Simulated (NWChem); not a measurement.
# Polarisability of H2Be

```
Be
H 1 1.3442
H 1 1.3442 2 180.00
```
Charge 0, spin multiplicity 1.

The numbers come from NWChem runs, not from measurements. All single points use one geometry, from PBE/def2-SVP, a minimum by its harmonic frequencies.

Basis set: 6-31G*. The field's frequency is 0.0773 Ha (589 nm). This basis has no diffuse functions, which lowers polarisabilities.

The correlated methods keep 1 core orbital frozen. B3LYP has NWChem's definition, with VWN1-RPA local correlation. The Pople sets run with spherical d functions. The structure started from a generated list of species. Coupled-cluster values serve here as a point of comparison, not as the truth.

**Question.** For the isotropic polarisability, HF gives 14.48 bohr³ and LDA (SVWN5) gives 17.66 bohr³. What do PBE, B3LYP, CCSD linear response give?

**Answer.** PBE: 17.31 bohr³; B3LYP: 16.27 bohr³; CCSD linear response: 15.71 bohr³.
